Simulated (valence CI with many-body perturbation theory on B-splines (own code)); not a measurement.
Energy levels of Au40+

Method: configuration interaction combined with many-body perturbation theory (CI+MBPT): three valence electrons over a frozen Dirac-Fock core [Kr], radial functions for each j: 7 s, 7 p, 8 d, 6 f, 4 g, 1 h, with the one-electron correlation potential Σ1, the two-electron term Σ2, the three-electron term Σ3, Breit, model QED; selected CI, second order for the rest, scaled by the run's own slope (own B-spline code, finite nucleus).

No measured spectrum was set against this ion. As an estimate, large intervals hold to a few tenths of a per cent, small ones and those within an open d or f shell to about a per cent. Only levels of the ground parity were solved; by the run's estimate the other parity begins above the list, which can be wrong where configurations are misplaced.

Levels 1 to 19 of 19, with energies above the lowest level, (4d3/2^3) J=3/2. "Leading %" is the weight of the configuration and term that name the level; weights of strongly mixed levels are sums over their largest components and can fall short, so below about 35 % the name and the second component can differ from the true leading terms, or belong to a minority configuration. In the jj column 3d3/2^4 stands for four electrons in 3d with j = 3/2. Lifetimes count E1, E2, E3, M1 and M2 decay at the calculated energies, and are blank where another channel may lead or the interval is too uncertain; long ones can be off by a factor of two.

```
No.  Configuration  Term     J  E (eV)  Leading %  Lifetime             Leading jj  Second component
  1            4d³    ⁴F   3/2   0.000         46                   4d3/2^3 (98 %)       38 % 4d³ ²D
  2            4d³    ⁴F   5/2  22.566         83   6.84 μs   4d3/2^2 4d5/2 (99 %)       15 % 4d³ ²D
  3            4d³    ⁴P   3/2  25.100         39   8.53 μs   4d3/2^2 4d5/2 (98 %)       31 % 4d³ ⁴F
  4            4d³    ²G   7/2  26.953         49   1.58 ms   4d3/2^2 4d5/2 (97 %)       34 % 4d³ ⁴F
  5            4d³    ²H   9/2  27.173         46    25.7 s   4d3/2^2 4d5/2 (99 %)       42 % 4d³ ²G
  6            4d³    ⁴P   1/2  27.365         58   22.6 μs  4d3/2^2 4d5/2 (100 %)       41 % 4d³ ²P
  7            4d³    ²D   5/2  36.680         41   55.9 μs   4d3/2^2 4d5/2 (94 %)       36 % 4d³ ⁴P
  8            4d³    ⁴F   7/2  49.047         65   3.67 μs   4d3/2 4d5/2^2 (98 %)       32 % 4d³ ²G
  9            4d³    ⁴F   9/2  51.090         51   6.32 μs   4d3/2 4d5/2^2 (98 %)       41 % 4d³ ²H
 10            4d³    ⁴P   3/2  52.906         41   3.06 μs   4d3/2 4d5/2^2 (99 %)       38 % 4d³ ²D
 11            4d³    ²P   1/2  54.165         58   4.73 μs  4d3/2 4d5/2^2 (100 %)       42 % 4d³ ⁴P
 12            4d³    ²D   5/2  54.763         38   5.95 μs   4d3/2 4d5/2^2 (95 %)       38 % 4d³ ⁴P
 13            4d³    ²H  11/2  55.224        100   15.4 μs  4d3/2 4d5/2^2 (100 %)                  
 14            4d³    ²D   5/2  58.321         44   9.62 μs   4d3/2 4d5/2^2 (98 %)       41 % 4d³ ²F
 15            4d³    ²F   7/2  58.779         79   11.9 μs   4d3/2 4d5/2^2 (98 %)       19 % 4d³ ²G
 16            4d³    ²D   3/2  66.789         77   5.64 μs   4d3/2 4d5/2^2 (94 %)       18 % 4d³ ²P
 17            4d³    ²G   9/2  77.401         51   3.06 μs         4d5/2^3 (98 %)       36 % 4d³ ⁴F
 18            4d³    ²D   3/2  82.981         45   2.90 μs         4d5/2^3 (95 %)       39 % 4d³ ²P
 19            4d³    ²D   5/2  87.375         60   2.31 μs         4d5/2^3 (96 %)       22 % 4d³ ²F
```

The ionisation energy to 4d² ³F2 of the next ion comes out as 1905.2 eV (NIST: 1904 ± 4 eV (theoretical)). All 19 levels together are meant to be complete up to 90.870 eV.
